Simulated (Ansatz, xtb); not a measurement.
## Redistribution: C3H7Br + C2H5Cl → C3H7Cl + C2H5Br

Species: C3H7Br (1-bromopropane) `CCCBr`, singlet; C2H5Cl (chloroethane) `CCCl`, singlet; C3H7Cl (1-chloropropane) `CCCCl`, singlet; C2H5Br (bromoethane) `CCBr`, singlet. The partners trade Br for Cl; both sit on C, so the bond types are kept.

Shapes, held fixed at every level: PBE0-D4/def2-TZVP. Flexible molecules stand in one conformer, not always the lowest. Programs: Ansatz 0.2.0, xtb 6.7.1. Electronic energies: no zero-point or thermal term.

```tsv
level	kind	ΔE (kJ/mol)	less CCSD(T)/def2-TZVPP	CPU time (sum over the molecules)
GFN2-xTB	semi-empirical	+1.5	+1.1	0.16 s
PBE-D4/def2-TZVPP	GGA	+0.1	-0.3	22 s
r2SCAN-D4/def2-TZVPP	meta-GGA	+0.1	-0.3	40 s
B3LYP-D4/def2-TZVPP	global hybrid	0.0	-0.4	36 s
wB97X-V/def2-TZVPP	range-separated hybrid	+0.1	-0.3	65 s
MP2/def2-TZVPP	perturbation theory	+0.7	+0.3	–
CCSD/def2-TZVPP	coupled cluster or CI	+0.3	-0.1	–
CCSD(T)/def2-TZVPP	coupled cluster or CI	+0.4	0.0	15 min
```

The highest level, CCSD(T)/def2-TZVPP, gives ΔE = +0.4 kJ/mol; the levels span 0.0 to +1.5. That is about zero within the method's error. The column of differences is taken from that level and isn't an error. No measured value is set beside it here. Relativity is left out for Br. Outer-core shells of Br are correlated in most correlated rows, in sets that cover them unevenly. Times are processor times on shared x86 and Arm servers, and rough.
